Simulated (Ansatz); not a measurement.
The cluster Nb₄N₄. Total charge 0; singlet. Geometry r2SCAN-D4/def2-SVP; atoms count from 1.

```tsv
atom	x (Å)	y (Å)	z (Å)
Nb1	2.025	0.048	-0.603
Nb2	-0.060	-1.539	-0.504
Nb3	-0.680	0.721	-1.408
Nb4	-1.741	-0.386	1.018
N5	1.263	-0.686	1.009
N6	-1.947	1.119	-0.060
N7	0.093	-0.805	1.563
N8	1.047	1.528	-1.015
```

In the def2 sets Nb takes a core potential; there is no spin–orbit coupling. The restricted singlet is unstable: a solution with broken spin symmetry lies lower. The geometry of the singlet was relaxed on an unsound state (restricted singlet, unstable towards broken spin symmetry at other levels and untested here). At PBE0-D4/def2-TZVP a triplet of charge 0 lies 0.62 eV below the restricted singlet, each at its own geometry. The structure comes from a short search, and lower isomers may exist.

Estimate the Mulliken populations from the PBE0/def2-TZVP orbitals of Ansatz.


```csv
atom,charge (e),d electrons
Nb1,0.71,3.27
Nb2,0.11,3.61
Nb3,0.68,3.37
Nb4,0.76,3.32
N5,-0.37,–
N6,-0.77,–
N7,-0.41,–
N8,-0.72,–
```
Mulliken values and Mayer orders depend strongly on the basis.

And the Mayer bond orders between bonded heavy atoms (over 0.3)?

Nb1–Nb2 1.39 (2.62 Å); Nb1–Nb3 0.56 (2.90 Å); Nb1–N5 1.20 (1.93 Å); Nb1–N8 1.75 (1.82 Å); Nb2–Nb3 1.91 (2.51 Å); Nb2–Nb4 1.66 (2.54 Å); Nb2–N5 0.50 (2.18 Å); Nb2–N7 0.53 (2.20 Å); Nb3–Nb4 0.51 (2.87 Å); Nb3–N6 1.43 (1.89 Å); Nb3–N8 1.21 (1.95 Å); Nb4–N6 1.50 (1.86 Å); Nb4–N7 1.12 (1.96 Å); N5–N7 1.21 (1.30 Å). Values over 0.3 also appear between atoms too far apart for a bond (Nb1–Nb4 0.35 at 4.12 Å); they arise where an orbital or an unpaired electron spreads over both atoms.
